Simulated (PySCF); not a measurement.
# Bond curve of SiRu

Set-up: PySCF, scalar-relativistic core potentials, basis sets Si def2-TZVPP, Ru def2-TZVPP with ECP28. Energies in eV from Si + Ru (4d7 5s1) in their ground configurations at the same level. All curves are PBE0. state 1: ³Δ (triplet), unpaired electrons σ ↑, δ ↑; state 2: Ms = 0 determinant of mixed spin (⟨S²⟩ near 1.2), unpaired electrons σ ↓, δ ↑, a second solution, started from another occupation; state 3: ³Σ⁻ (triplet), unpaired electrons δ ↑↑, a second solution, started from another occupation; state 4: ⁵Π (quintet), unpaired electrons σ ↑, π ↑, δ ↑↑, a second solution, started from another occupation.

```csv
R (Å),state 1,state 2,state 3,state 4
1.793,-2.321,-2.000,-1.454,-0.993
1.877,-3.075,-2.720,-2.351,-1.887
1.960,-3.476,-3.087,-2.867,-2.422
2.022,-3.611,-3.194,-3.071,-2.652
2.085,-3.643,-3.198,-3.157,-2.773
2.147,-3.602,-3.129,-3.156,-2.814
2.231,-3.471,-2.961,-3.057,-2.780
2.335,-3.230,-2.683,-2.833,-2.646
2.460,-2.883,-2.310,-2.482,-2.410
2.627,-2.384,-1.816,-1.966,-2.039
```

Q: Put a parabola through the three lowest points of the state 1 curve and estimate Re, k and ωe (reduced mass 21.95 u; 1 eV/Å² = 0.16022 mdyn/Å; ωe = 1302.8·√(k/μ) cm⁻¹).

A: Through R = 2.022, 2.085, 2.147 Å the second-order coefficient is 9.35 eV/Å², so Re ≈ 2.081 Å, k ≈ 3.00 mdyn/Å and ωe ≈ 481 cm⁻¹. A polynomial fit of higher order to the unrounded PBE0 energies gives Re = 2.078 Å, k = 3.09 mdyn/Å, ωe = 489 cm⁻¹; anharmonicity and rounding make the difference.

The higher-order fit for each curve: state 1: Re = 2.078 Å, ωe = 489 cm⁻¹, De = 3.64 eV; state 2: Re = 2.056 Å, ωe = 521 cm⁻¹, minimum 3.21 eV below the ground-state fragments; state 3: Re = 2.115 Å, ωe = 490 cm⁻¹, minimum 3.17 eV below the ground-state fragments; state 4: Re = 2.157 Å, ωe = 421 cm⁻¹, minimum 2.81 eV below the ground-state fragments.

The metal atom is held in its measured ground configuration; semilocal functionals can put another filling of s and d lower by some tenths of an eV, and De to that atom would be smaller. ⟨S²⟩ of the unrestricted solution departs from its pure value on part of the curve, where spin states mix. These are scalar-relativistic numbers at best; spin–orbit coupling would shift them, the dissociation energy most. The state is the lowest single determinant that the PBE0 search found; with open d or f shells the true ground state can be another one.
